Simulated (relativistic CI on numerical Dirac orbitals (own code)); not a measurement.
# One change at a time: Cu IV

Base calculation: Dirac-Coulomb-Breit CI, orbitals from a KLI potential per configuration, model QED, valence Slater integrals scaled by 0.85, P86 correlation energy added to each configuration.

Configuration list (outside the closed core [Ne] 3s2): 3p⁶3d⁸, 3p⁶3d⁷4s, 3p⁶3d⁷4p, 3p⁶3d⁷4d, 3p⁶3d⁷5s, 3p⁶3d⁶4s², 3p⁶3d⁷5p, 3p⁶3d⁷4f, 3p⁵3d⁹, 3p⁶3d⁷5d, 3p⁶3d⁷6s, 3p⁶3d⁶4s4p, 3p⁶3d⁷6p, 3p⁶3d⁷5f, 3p⁶3d⁷5g, 3p⁶3d⁷6d, 3p⁶3d⁶4p², 3p⁶3d⁶4s4d. Levels of other configurations are missing.

Variants: (1) no correlation estimate; (2) Slater integrals left unscaled; (3) Breit term removed; (4) non-relativistic limit. Shifts of the energy above 3p⁶3d⁸ ³F4, in cm⁻¹, for the lowest level and the first level of each name with at least 55 % of one term (blank where a level changes its place among those of its configuration and J or its character, or is not in the variant):

```csv
Level,Base,Δ(1),Δ(2),Δ(3),Δ(4),Measured
3p⁶3d⁸ ³F4,0.0,0.0,0.0,0.0,0.0,0.0
3p⁶3d⁸ ³F3,1798.5,-0.2,+5.2,+105.1,-1798.5,1861.4
3p⁶3d⁸ ³F2,2986.3,-0.3,+30.9,+169.7,-2986.3,3077.6
3p⁶3d⁸ ¹D2,16864.8,+2.0,+2829.9,-28.9,-814.0,16248.0
3p⁶3d⁸ ³P2,20051.0,-9.4,+3234.2,+131.2,-1451.0,19696.6
3p⁶3d⁸ ³P1,20397.9,-12.9,+3335.2,+35.6,-1798.0,20096.6
3p⁶3d⁸ ³P0,20720.6,-12.9,+3355.9,+60.6,-2120.7,20422.6
3p⁶3d⁸ ¹G4,25924.9,-0.3,+4323.7,+141.5,-1203.3,26913.0
3p⁶3d⁸ ¹S0,61872.8,-13.2,+10587.6,-8.2,-1238.0,61456.4
3p⁶3d⁷4s ⁵F5,118128.4,-6088.3,-2922.4,-165.2,+7033.2,119632.4
3p⁶3d⁷4s ⁵F4,119378.0,-6088.5,-2917.5,-127.2,+5783.6,120918.7
3p⁶3d⁷4s ⁵F3,120363.4,-6088.6,-2915.8,-93.5,+4798.3,121929.8
3p⁶3d⁷4s ⁵F2,121079.9,-6088.6,-2911.3,-68.8,+4081.8,122663.8
3p⁶3d⁷4s ⁵F1,121545.8,-6088.7,-2906.6,-53.4,+3615.9,123139.8
3p⁶3d⁷4s ³F4,126406.8,-6099.7,-1438.5,-159.5,+6397.8,128343.3
3p⁶3d⁷4s ³F3,128080.7,-6100.0,-1438.1,-99.7,+4723.9,130060.3
3p⁶3d⁷4s ³F2,129212.4,-6100.1,-1423.0,-61.2,+3592.1,131218.6
3p⁶3d⁷4s ⁵P3,138782.4,-6093.1,+487.3,-206.3,+6020.9,139695.3
3p⁶3d⁷4s ⁵P2,139192.5,-6092.9,+524.4,-205.0,+5610.7,140065.7
3p⁶3d⁷4s ⁵P1,139801.1,-6093.1,+502.6,-138.9,+5002.2,140715.0
3p⁶3d⁷4s ³G5,141384.1,-6086.9,+1001.9,-117.5,+6268.1,144065.9
3p⁶3d⁷4s ³G4,142047.3,-6087.2,+1023.9,-92.2,+5604.9,144749.0
```

For a near-neutral ion this model can misplace configurations by up to about 10,000 cm⁻¹ (more where the count of f electrons changes) and terms by 10 to 25 % of their spread. Rates follow the energies as ν³ (E1, M1) or ν⁵ (E2), so they and the lifetimes can be off by large factors. The fine structure of a lone outer electron comes out too small, for d and f at times inverted, and misplaced configurations move strength between like terms. 62 of the 66 excited levels that our extract of the measured tables holds in this range could be paired (the sources list more); they are missed by 1891 cm⁻¹ on average and 3715 at most, and levels without a partner can miss by more.

Measured levels: Sugar and Musgrove, J. Phys. Chem. Ref. Data 19, 527 (1990).

Ionisation energy from the two ground configurations alone: base 56.7 eV; no correlation estimate 55.33 eV; Slater integrals left unscaled 56.4 eV. The NIST ASD value (semi-empirical) is 57.38 eV.

LS names give the leading component of a level, which can be under half, so a name can repeat, a term be missing and a line seem to break the LS rules.
